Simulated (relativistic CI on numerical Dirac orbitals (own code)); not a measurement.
# Spin-allowed bands of a d2 ion in an octahedral site, by hand

Problem. Take Δ = 17900 cm⁻¹ and B = 790 cm⁻¹ for a d2 ion in an octahedral site. Calculate the three spin-allowed bands.

Working.
1. The terms of highest spin are 3F (energy 0) and 3P (15B = 11850 cm⁻¹). Here the F term splits into A2 at +1.2Δ = 21480, T2 at +0.2Δ = 3580 and T1 at −0.6Δ = -10740 cm⁻¹.
2. The two T1 states mix through the element 0.4Δ: H = [[-10740, 7160], [7160, 11850]], with roots ½(H₁₁ + H₂₂) ∓ ½√[(H₂₂ − H₁₁)² + 4H₁₂²] = ½(1110) ∓ ½(26746) = -12818 and 13928 cm⁻¹.
3. The ground term is 3T1 at -12818 cm⁻¹.
4. Bands: 3T2 16398 cm⁻¹ (610 nm), 3T1(P) 26746 cm⁻¹ (374 nm), 3A2 34298 cm⁻¹ (292 nm).

Check. Exact diagonalisation of the whole d2 shell with these parameters gives 3T2 16398, 3T1 26746, 3A2 34298 cm⁻¹. The match is exact, since without spin-orbit coupling no other term has this spin. The ratio of the second band to the first, 1.631, depends on Δ/B = 22.7 alone, which is how a Tanabe-Sugano diagram is read.
